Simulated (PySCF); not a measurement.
## Excitation energy of Zn by level of theory

Zn [Ar] 3d10 4s2 (1S) → Zn [Ar] 3d10 4s1 5s1 (3S), as a difference of total energies. All numbers are calculated (PySCF 2.14, a scalar-relativistic core potential, in aug-cc-pwCVDZ-PP with ECP10MDF (6s6p5d3f, 70 functions)). Correlated levels: valence: 3s2 3p6 frozen; valence and next inner shell: nothing frozen outside the core potential. The calculations carry no spin-orbit coupling.

| method | excitation energy (eV) |
| --- | --- |
| UHF | 5.253 |
| LDA | 7.023 |
| PBE0 | 6.406 |
| r2SCAN | 6.686 |
| PW91 | 6.721 |
| B97-3 | 6.640 |
| M06 | 6.967 |
| wB97M-V | 6.727 |
| MP2 (valence) | 6.411 |
| MP2 (valence and next inner shell) | 6.465 |
| SCS-MP2 (valence and next inner shell) | 6.503 |

Task: Estimate what PBE gives.

Result: 6.669 eV, closest to r2SCAN among the rows shown.

Task: Estimate what SCS-MP2 (valence) gives.

Result: 6.471 eV, closest to MP2 (valence and next inner shell) among the rows shown.

Errors of the correlated levels include the incompleteness of this basis and the frozen core.

For comparison: 6.655 eV (measured; NIST levels).
